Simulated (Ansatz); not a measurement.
Reaction (redistribution): `CBCOC` + `[AlH2]/[CH]=C/Cl` → `CB/C=C/Cl` + `CO[CH2][AlH2]`

Isolated molecules relaxed with PBE0-D4/def2-TZVP in Ansatz; ΔE leaves out vibrations. CBS: MP2 limit from def2 TZ/QZ plus the TZ coupled-cluster correction, frozen cores. Double bonds are as drawn, so ΔE can hold a change between cis and trans. Functionals use def2-TZVPP. One conformer a species, not always the lowest.

(1) Is it downhill or uphill in electronic energy at CCSD(T)/CBS, and by how much? (Best estimate.)

(2) What do these levels give: ωB97M-V, B2PLYP, PBE, MP2/def2-QZVPP, MP2/CBS(def2), CCSD/CBS(def2)? (Best estimate.)

Largest T1 diagnostic among the species: 0.011.

Results:

(1) Computed: Uphill: ΔE = +3.9 kcal/mol.

(2) Ansatz gave: ωB97M-V 4.3, B2PLYP 3.8, PBE 3.4, MP2/def2-QZVPP 3.9, MP2/CBS(def2) 3.9, CCSD/CBS(def2) 4.2 kcal/mol.

In def2-TZVPP, CCSD(T) changes the Hartree–Fock value by −0.9 kcal/mol (the triples alone add −0.2 kcal/mol) and MP2 by −1.0 kcal/mol.
